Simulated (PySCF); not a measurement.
Ionisation energy of Ho(49+) by level of theory

Ho(49+) [Ar] → Ho(50+) [Ne] 3s2 3p5 [3p1/2^2 3p3/2^3, M_J = 3/2], as a difference of total energies. All numbers are calculated (PySCF 2.14, the two-component X2C-1e Hamiltonian, in an even-tempered Gaussian basis (18 s from 13 bohr⁻², ratio 2.4; 14 p from 16 bohr⁻², ratio 2.4; 4 d from 62 bohr⁻², ratio 2.6; 4 f from 93 bohr⁻², ratio 2.6)). Correlated levels: 1s2 frozen; the 54 highest virtual spinors dropped. "Screened" scales the spin-orbit matrix elements by Boettger's factors to mimic the two-electron term; Breit and QED terms are absent.

```
                    method  ionisation energy (eV)
           GHF (spin-free)                  4537.6
          GMP2 (spin-free)                  4538.5
 GHF (screened spin-orbit)                  4471.8
GMP2 (screened spin-orbit)                  4472.7
```

Breit and QED terms and the two-electron picture change are absent.

The spin-free rows lack the spin-orbit shift.

For comparison: 4469 ± 4 eV (theoretical estimate listed by NIST; NIST Atomic Spectra Database, ionization energies).
